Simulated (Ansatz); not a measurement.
```yaml
crystal:
  periodic: [false, false, false]
  atoms:
    - {symbol: C, position_ang: [0.200776, 0.125826, -0.517997]}
    - {symbol: O, position_ang: [-0.273503, -0.206299, 0.743256]}
    - {symbol: Ga, position_ang: [-0.891484, -0.644060, 2.355802]}
    - {symbol: H, position_ang: [-0.616350, 0.452173, -1.172726]}
    - {symbol: H, position_ang: [0.690321, -0.732776, -0.993409]}
    - {symbol: H, position_ang: [0.932240, 0.941037, -0.461125]}
basis:
  gaussian: {orbitals: pcseg-2}
hamiltonian: {xc: {name: B2GP-PLYP}}
smearing: {width: 0.1}
output: {forces: true}
```

```sh
$ ansatz run in.yaml --threads 2 --pin off --events-out ev --progress --plain --max-ram 4352MiB
```

(1) How does Ansatz answer? (An estimate is asked.)

## Answers

(1) Computed: The program refused the input.
```
Error: YAML parse error: error: line 13 column 1: unknown field `smearing`, expected one of crystal, accuracy, basis, kpoints, hamiltonian, magnetization, projection, total_charge, correlation, batch, efield, external_charges, scf, relax, neb, saddle, md, ramp, phonons, dielectric, real_time, elastic, magnetic_configurations, gw, evaluate, workflow, output, checkpoint, execution
11 |   gaussian: {orbitals: pcseg-2}
12 | hamiltonian: {xc: {name: B2GP-PLYP}}
13 | smearing: {width: 0.1}
14 | output: {forces: true}
```
